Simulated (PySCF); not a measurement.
Method: NMR shieldings at PBE0/pcSseg-1/GIAO, GFN2-xTB structure, in PySCF 2.14 (non-relativistic, no solvent model, equivalent nuclei averaged, a single conformation).

References, each an isolated molecule treated in the same way: 1H (σref 31.72), 13C (σref 186.93) vs TMS. Shifts are as computed. Against solution values, carbons near 30 ppm lie about +3 ppm off and those near 130 ppm about +5 ppm; carbons on Cl a further +6 ppm. Of 1309 compounds with measured shifts, 239 miss one by over three times the rms of a fit or turn the order of signals round; such compounds aren't used in these exercises. Carbons bonded to Cl come out too deshielded. OH and NH positions are gas-phase values without hydrogen bonding to other molecules.

(1) Order these molecules by the shift of their most deshielded carbon-bound hydrogen, lowest δ first.
A. F/C=C(\F)C1=CC1
B. C[C@H](Cl)/C(=C\O[SiH3])C1CC1
C. CC#C[SiH2]C#C[SiH2]F
D. C=N/C=N\[SiH2]C(=C)OC
E. C#C/C(F)=C\CF

(2) Order these molecules by the shift of their most deshielded carbon, lowest δ first.
A. N[SiH](N)Cc1ccco1
B. CC#C[SiH2]C#C[SiH2]F
C. C[C@H](Cl)/C(=C\O[SiH3])C1CC1
D. C#C/C(F)=C\CF
E. C=N/C=N\[SiH2]C(=C)OC

(3) How many 13C and 1H signals does each give (equivalence by symmetry and fast rotation, but not about amide C–N or C=N bonds)? `F/C=C(\F)C1=CC1`, `N[SiH](N)Cc1ccco1`, `C=N/C=N\[SiH2]C(=C)OC`, `CC#C[SiH2]C#C[SiH2]F`, `C[C@H](Cl)/C(=C\O[SiH3])C1CC1`, `C#C/C(F)=C\CF`

Answers

(1) C (2.10 ppm, hydrogen on a propargylic methyl carbon), B (5.66 ppm, hydrogen on an alkene carbon bearing oxygen), E (6.34 ppm, hydrogen on an alkene CH), A (7.50 ppm, hydrogen on an alkene CH), D (8.93 ppm, hydrogen on a C=N carbon).

(2) B (117.1 ppm, alkyne carbon), C (137.7 ppm, β carbon of an enol-ether or enamine type C=C), D (152.3 ppm, fully substituted alkene carbon), A (158.8 ppm, substituted aromatic carbon next to the ring oxygen), E (173.4 ppm, alkene carbon bearing oxygen).

(3) F/C=C(\F)C1=CC1: 5 C, 3 H; N[SiH](N)Cc1ccco1: 5 C, 6 H; C=N/C=N\[SiH2]C(=C)OC: 5 C, 7 H; CC#C[SiH2]C#C[SiH2]F: 5 C, 3 H; C[C@H](Cl)/C(=C\O[SiH3])C1CC1: 7 C, 9 H; C#C/C(F)=C\CF: 5 C, 3 H.
